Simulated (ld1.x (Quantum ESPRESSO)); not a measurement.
Results of a calculation; reference values are marked as such.
# Potentials for phosphorus compared

Generated with ld1.x 7.5 (TM, RRKJ, ultrasoft, PAW), atompaw 4.2 or ONCVPSP 4.0.1. The cutoff is in Ry: for ld1.x and atompaw files where the sum of valence levels is converged to 10 mRy in a Bessel basis, for ONCV files where the hardest occupied wave has 1 mHa per electron of residual kinetic energy. The error is the largest all-electron minus pseudo excitation energy over each file’s own four to seven test configurations (ionisations up to +4, promotions, holes and added fractions of an electron), all of which were solved. The labels leave out finer settings (local radius, basis sizes, second energies), which also bear on the numbers. Spin-polarised tests are not counted. The rows are a selection from randomly drawn settings: files with unsolved tests, undetermined cutoffs or missed reference levels are left out.

```tsv
potential	cutoff (Ry)	largest error (meV)	bound ghosts
TM, PBE, scalar-relativistic, rc 1.70/1.40/1.45 (spd), local smoothed, core correction yes, reference 3s1.5 3p3.5	40	+167	none
TM, PBEsol, scalar-relativistic, rc 1.70/1.50/1.60 (spd), local s, core correction no, reference 3s2 3p3	30	+230	none
ultrasoft, PBE, scalar-relativistic, rc 1.85/2.05/1.70 (spd), local smoothed, core correction no, reference 3s2 3p2.5	12	+116	none
PAW, PBEsol, non-relativistic, rc 1.65/2.05/2.20 (spd), local smoothed, core correction yes, reference 3s2 3p3	12	-140	none
```

(1) Fill in the row for P: TM, PBEsol, scalar-relativistic, rc 1.55/1.90 (sp), local smoothed, core correction yes, reference 3s1.75 3p3.25.

Answers

(1) cutoff 21 Ry, largest error +20 meV, bound ghosts: none.
